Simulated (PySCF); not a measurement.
## ReH₄, quartet: data card

Computed with PySCF, UPBE0, basis Re def2-TZVP with ECP60, H def2-TZVP (scalar-relativistic core potentials, no spin–orbit coupling, density fitting).

The structure is a saddle point with 1 imaginary mode.

```xyz
5
charge 0 multiplicity 4, angstrom
Re    0.0000    0.0000   -0.0156
H     0.0000    1.6540    0.4514
H     0.0000   -1.6540    0.4514
H     1.2945    0.0000    0.9711
H    -1.2945    0.0000    0.9711
```

```json
{
  "Point group": "C2v",
  "Bond lengths": "Re–H 1.628 Å (×2), Re–H 1.719 Å (×2)",
  "Bond angles": "H–Re–H 80.5° (×4), H–Re–H 105.4°, H–Re–H 148.5°",
  "Lowest empty level (β)": "-2.82 eV",
  "Atomisation energy without zero-point energy": "961 kJ/mol",
  "Rotational constants": "2.94, 2.142, 1.896 cm⁻¹",
  "Highest occupied level (α)": "-6.21 eV",
  "Dipole moment": "2.53 D",
  "Principal quadrupole moments (Buckingham, traceless) about the centre of mass": "-7.97, 3.94, 4.04 D Å",
  "Zero-point energy (real modes)": "60.4 kJ/mol",
  "Principal polarisabilities": "39.9, 41.7, 57.8 bohr³",
  "Spin squared ⟨S²⟩": "3.784"
}
```

Harmonic modes (masses in u: Re 186.956, H 1.008):
| symmetry | ω (cm⁻¹) | IR (km/mol) | μ (u) |
| --- | --- | --- | --- |
| b1 | 210i | – | 1.01 |
| b2 | 154 | 25.3 | 1.01 |
| a1 | 563 | 22.0 | 1.01 |
| a2 | 578 | 0.0 | 1.01 |
| a1 | 662 | 10.8 | 1.02 |
| b2 | 1794 | 405 | 1.02 |
| a1 | 1965 | 5.9 | 1.01 |
| b1 | 2186 | 44.7 | 1.02 |
| a1 | 2194 | 6.7 | 1.01 |

In C2v the vibrations span 2b1 + 2b2 + 4a1 + a2. The a2 mode carries no infrared intensity, as symmetry demands.

Charges (e):
```
atom  Mulliken  Löwdin  polar tensor  spin (Mulliken)  Mayer order to Re1
 Re1      0.04    0.19          0.67             3.24                   –
H2,3     -0.06   -0.11         -0.23             0.00                0.95
H4,5      0.04    0.01         -0.11            -0.12                0.98
```

Mulliken populations on Re1 (electrons outside its core potential): s 2.89, p 6.62, d 5.43, f 0.02.

Other isomers or separated fragments may lie lower. Other spin states or occupations of the open shell can lie lower. At this level a doublet minimum of D2d symmetry lies 52 kJ/mol below this structure. No spin–orbit coupling is included, which matters more the heavier the element.

The final relaxation and frequency run took about 70 core-seconds on a shared host.
